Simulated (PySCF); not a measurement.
# I⁺: ionisation energy

I⁺ [Kr] 4d10 5s2 5p4 [5p1/2^2 5p3/2^2, M_J = 2] → I²⁺ [Kr] 4d10 5s2 5p3 [5p1/2^2 5p3/2^1, M_J = 3/2], as a difference of total energies. Calculation: PySCF 2.14, in x2c-TZVPall-2c (8s9p5d2f, 74 functions); the two-component X2C-1e Hamiltonian. Correlated levels: [Ar] 3d10 frozen; the 6 highest virtual spinors dropped. "Screened" scales the spin-orbit matrix elements by Boettger's factors to mimic the two-electron term; Breit and QED terms are absent.

| method | ionisation energy (eV) | error (eV) |
| --- | --- | --- |
| GHF (spin-free) | 17.591 | -1.540 |
| GMP2 (spin-free) | 18.442 | -0.689 |
| GHF (screened spin-orbit) | 17.942 | -1.189 |
| GMP2 (screened spin-orbit) | 18.762 | -0.369 |

Reference: 19.131 eV (measured; NIST Atomic Spectra Database, ionization energies).

The spin-free rows relax to the high-spin LS determinant and lack the spin-orbit shift.

Errors of the correlated levels include the incompleteness of this basis and the frozen core.

The labels give the starting determinants; with spin-orbit coupling the two ends relaxed to ⟨J²⟩ = 6.03, ⟨L²⟩ = 2.37, ⟨S²⟩ = 1.86 and ⟨J²⟩ = 3.76, ⟨L²⟩ = 0.15, ⟨S²⟩ = 3.60.
